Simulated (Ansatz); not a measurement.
C$_{3}$H$_{8}$SSi (`C=CC([SiH3])S`), relaxed with RKS PBE-D4/def2-SVP in the Gaussian-basis code of Ansatz from a rough embedded geometry. The force threshold is 0.03 eV/Å; the program also tests the step.

Charge 0, multiplicity 1.

Start:

```xyz
13

C     0.292    0.063    2.114
C     0.131    0.563    0.899
C     0.327   -0.198   -0.385
Si   -1.281   -0.350   -1.510
S     1.635    0.588   -1.366
H     0.696   -0.984    2.262
H     0.202    0.650    2.996
H    -0.212    1.569    0.796
H     0.618   -1.271   -0.139
H    -2.336   -1.025   -0.733
H    -1.732    1.040   -1.810
H    -0.985   -1.099   -2.715
H     2.644    0.454   -0.409
```

(1) How much energy does the relaxation release, and in how many steps? (Best estimate.)

(2) Which bonds change most? (An estimate is asked.)

(3) Give the relaxed structure. (Best estimate.)

## Answers

(1) The calculation gave: 0.21 eV, in 5 steps.

(2) Computed: Si4–H12 from 1.449 to 1.504 Å; C3–Si4 from 1.968 to 1.920 Å; C2–H8 from 1.068 to 1.106 Å; C1–H7 from 1.063 to 1.101 Å.

(3) Computed: 
```xyz
13

C     0.240    0.021    2.115
C     0.159    0.545    0.877
C     0.376   -0.220   -0.391
Si   -1.242   -0.331   -1.419
S     1.651    0.570   -1.468
H     0.488   -1.042    2.277
H     0.057    0.635    3.010
H    -0.079    1.617    0.750
H     0.679   -1.267   -0.173
H    -2.277   -1.047   -0.598
H    -1.726    1.052   -1.754
H    -0.981   -1.097   -2.687
H     2.653    0.563   -0.541
```
